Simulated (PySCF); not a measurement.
Bonds (- single, = double, # triple, : aromatic): C1-O2, O2-C3, C3=O4, C3-C5, C5-C6, C5-C7. C1 carries H8, H9, H10; C5 carries H11; C6 carries H12, H13, H14; C7 carries H15, H16, H17.

GIAO shifts from PySCF on PBE0-D3(BJ)/def2-TZVP geometries (one conformer, non-relativistic, equivalent nuclei averaged), against TMS at the same level and in the same medium; PCM means IEF-PCM chloroform.

Measured (solution, not stated per compound (mostly CDCl3 or CCl4); Pretsch, Buehlmann, Badertscher, Structure Determination of Organic Compounds, 4th ed. (2009)): C5 34.1, C6/C7 19.1, H11 2.56, H12/H13/H14/H15/H16/H17 1.17 ppm.

Problem. Which unscaled values do B97-2/pcSseg-2, gas; WP04/pcSseg-2, PCM; wB97X-D/pcSseg-2, PCM give, and how close are they?

Solution. 
```json
{"atoms": "C5", "measured": "34.1", "B97-2/pcSseg-2, gas": "38.5", "WP04/pcSseg-2, PCM": "43.1", "wB97X-D/pcSseg-2, PCM": "40.0"}
{"atoms": "C6/C7", "measured": "19.1", "B97-2/pcSseg-2, gas": "21.9", "WP04/pcSseg-2, PCM": "23.0", "wB97X-D/pcSseg-2, PCM": "22.0"}
{"atoms": "H11", "measured": "2.56", "B97-2/pcSseg-2, gas": "2.53", "WP04/pcSseg-2, PCM": "2.64", "wB97X-D/pcSseg-2, PCM": "2.61"}
{"atoms": "H12/H13/H14/H15/H16/H17", "measured": "1.17", "B97-2/pcSseg-2, gas": "1.12", "WP04/pcSseg-2, PCM": "1.16", "wB97X-D/pcSseg-2, PCM": "1.14"}
```

Mean absolute error for ¹³C: B97-2/pcSseg-2, gas 3.6, WP04/pcSseg-2, PCM 6.4, wB97X-D/pcSseg-2, PCM 4.4 ppm.

Mean absolute error for ¹H: B97-2/pcSseg-2, gas 0.04, WP04/pcSseg-2, PCM 0.05, wB97X-D/pcSseg-2, PCM 0.04 ppm.
